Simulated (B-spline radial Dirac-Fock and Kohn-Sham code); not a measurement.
# Auger parameter of antimony: the K level and its strongest K-LL line

Method: ΔSCF Dirac-Fock with Breit, self-energy and vacuum polarisation, finite nucleus, configuration average. Computed with an atomic code on a B-spline grid. The modified Auger parameter α′ is the binding energy plus the kinetic energy of the Auger electron; it does not depend on the energy zero. For free ions it tends to fall with charge, since less charge screens the final holes.

```
            species      configuration  binding 1s (eV)  Auger line  kinetic (eV)  α′ (eV)
                 Sb  [Kr] 4d10 5s2 5p3          30498.8    L2L3 J=2       21812.4  52311.2
                Sb⁺  [Kr] 4d10 5s2 5p2          30508.4    L2L3 J=2       21801.3  52309.7
 Sb⁺ (Watson 2.2 Å)  [Kr] 4d10 5s2 5p2          30502.0    L2L3 J=2       21807.8  52309.8
               Sb²⁺  [Kr] 4d10 5s2 5p1          30519.3    L2L3 J=2       21789.1  52308.4
  Sb²⁺ (Watson 3 Å)  [Kr] 4d10 5s2 5p1          30509.7    L2L3 J=2       21798.7  52308.4
               Sb³⁺      [Kr] 4d10 5s2          30531.3    L2L3 J=2       21776.1  52307.4
               Sb³⁺  [Kr] 4d10 5s1 5p1          30532.5    L2L3 J=2       21774.8  52307.3
Sb³⁺ (Watson 1.6 Å)      [Kr] 4d10 5s2          30504.7    L2L3 J=2       21802.9  52307.6
               Sb⁴⁺      [Kr] 4d10 5s1          30545.4    L2L3 J=2       21760.9  52306.4
Sb⁴⁺ (Watson 2.2 Å)      [Kr] 4d10 5s1          30519.3    L2L3 J=2       21787.1  52306.4
Sb⁴⁺ (Watson 2.7 Å)      [Kr] 4d10 5s1          30524.1    L2L3 J=2       21782.3  52306.4
               Sb⁵⁺          [Kr] 4d10          30560.6    L2L3 J=2       21745.2  52305.8
               Sb⁵⁺       [Kr] 4d9 5p1          30570.9    L2L3 J=2       21733.2  52304.0
               Sb⁵⁺       [Kr] 4d9 5s1          30569.5    L2L3 J=2       21734.3  52303.9
Sb⁵⁺ (Watson 1.8 Å)          [Kr] 4d10          30520.6    L2L3 J=2       21785.2  52305.8
  Sb⁵⁺ (Watson 2 Å)          [Kr] 4d10          30524.6    L2L3 J=2       21781.2  52305.8
               Sb⁶⁺           [Kr] 4d9          30585.8    L2L3 J=2       21717.6  52303.4
               Sb⁷⁺           [Kr] 4d8          30612.3    L2L3 J=2       21688.7  52301.1
```
